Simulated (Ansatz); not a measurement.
Cost and result for the atomization energy of AlGaH₃N (6 atoms, 5 bonds).

Z-matrix (Å, degrees):
```
N
Ga 1 1.892
Al 1 1.780 2 126.3
H 1 1.016 2 116.3 3 180.0
H 3 1.588 1 115.4 2 -0.0
H 3 1.586 1 122.1 2 -180.0
```

The species carries charge 0 and has multiplicity 1. Correlated methods include outer-core shells of Ga, which these sets cover unevenly. Scalar relativity is left out up to krypton. The bonds changed during the relaxation, so this is another structure than the one it started from. All single points use the PBE0-D4/def2-TZVP geometry. Program: Ansatz. All runs use 2 threads of an Arm Neoverse V1 on a shared host. Times are those of one run each, without the atoms' runs, and a repeat can differ threefold. Electronic energies, without spin–orbit coupling; frozen cores. CCSD(T)/CBS adds CCSD(T) − MP2 in def2-TZVPP to the MP2 limit, and its time is that of the two runs behind it. T1 = 0.014. With those shells the extrapolation isn't a true limit.

CCSD(T)/CBS is a level of theory with its own doubt, some kJ/mol a heavy atom from the limit and from the frozen cores, so smaller differences don't rank the functionals.

```
                             level  functions  wall time  atomization (kJ/mol)  difference from CCSD(T)/CBS  per bond
            LDA (SPW92)/def2-TZVPP        163      1.1 s                1884.3                        198.2      39.6
              revPBE-D4/def2-TZVPP        163      1.9 s                1640.4                        -45.7      -9.1
                  CCSD(T)/def2-SVP         79        2 s                1554.0                       -132.1     -26.4
   PBE-D4/def2-TZVPP (with forces)        163      2.4 s                1679.2                         -6.9      -1.4
                PBE0-D4/def2-TZVPP        163      2.7 s                1645.1                        -41.0      -8.2
           CAM-B3LYP-D4/def2-TZVPP        163        3 s                1684.3                         -1.8      -0.3
                 B2PLYP/def2-TZVPP        163      4.7 s                1657.0                        -29.1      -5.8
r2SCAN-D4/def2-TZVPP (with forces)        163      4.8 s                1667.1                        -19.0      -3.8
               PBE-QIDH/def2-TZVPP        163      4.8 s                1640.6                        -45.5      -9.1
             r2SCANh-D4/def2-TZVPP        163      5.5 s                1653.1                        -33.0      -6.6
                    MP2/def2-QZVPP        306       14 s                1682.2                         -3.9      -0.8
                CCSD(T)/def2-TZVPP        163       29 s                1630.1                        -56.0     -11.2
                 CCSD(T)/CBS(def2)          –       42 s                1686.1                          0.0       0.0
```

From BLYP to BHLYP (50 % exact exchange), in def2-TZVPP and without D4, the atomization energy moves by −42.5 kJ/mol: exact exchange takes away binding that semilocal exchange gives to molecules. Leaving LDA and LC-ωPBE aside and taking each functional with its dispersion term where it has one, the values, not all of them listed here, spread over 70.0 kJ/mol, from BHLYP-D4 to B97M-V. LDA lies +217.8 kJ/mol from PBE without D4, its usual overbinding. The D4 term adds +21.0 kJ/mol with B3LYP and +10.7 kJ/mol with PBE0; it sums over pairs of atoms, weighted by their polarisabilities, and B3LYP, whose exchange is more repulsive, gets the larger term.

B3LYP here is the variant with VWN-RPA as its local correlation; programs differ in this.
